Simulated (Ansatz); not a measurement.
C₂H₆F₂InN, SMILES `C[N](C)[In]([F])[F]`. Charge 0, multiplicity 1. In: def2 effective core potential.

```xyz
12

C     0.511   -0.364   -1.319
N     0.011   -0.153    0.018
C     1.046   -0.067    1.021
In   -1.831    0.506    0.353
F    -2.497    0.969    2.112
F    -3.199    0.567   -1.017
H     1.078   -1.304   -1.367
H     1.184    0.442   -1.646
H    -0.305   -0.434   -2.041
H     0.622    0.080    2.016
H     1.749    0.757    0.827
H     1.630   -0.998    1.043
```

(1) What are the harmonic wavenumbers in cm⁻¹ at PBE0-D4/def2-TZVP (Ansatz, finite differences of forces, unscaled)? (Best estimate.)

(2) Is this a minimum?

(3) Give the ideal-gas thermochemistry at 298.15 K and 1 bar (rigid rotor, harmonic oscillator; point group Cs, symmetry number 1).

(4) Rotational constants (cm⁻¹)?

## Answers

(1) Ansatz gave: 55, 71, 85, 118, 132, 228, 239, 260, 298, 530, 604, 605, 1004, 1091, 1119, 1148, 1236, 1290, 1445, 1467, 1468, 1476, 1499, 1515, 2980, 2983, 3023, 3032, 3117, 3117.

(2) Yes, all 30 modes are real.

(3) Zero-point energy 222.7 kJ/mol; H(298) − E = 249.3 kJ/mol; entropy 407.6 J/(mol·K), of which translation 174.7, rotation 118.8, vibration 114.0; G(298) − E = 127.8 kJ/mol. Modes under 100 cm⁻¹ are hindered rotations or soft bends, so the harmonic entropy is rough.

(4) 0.1102, 0.05375, 0.03666.
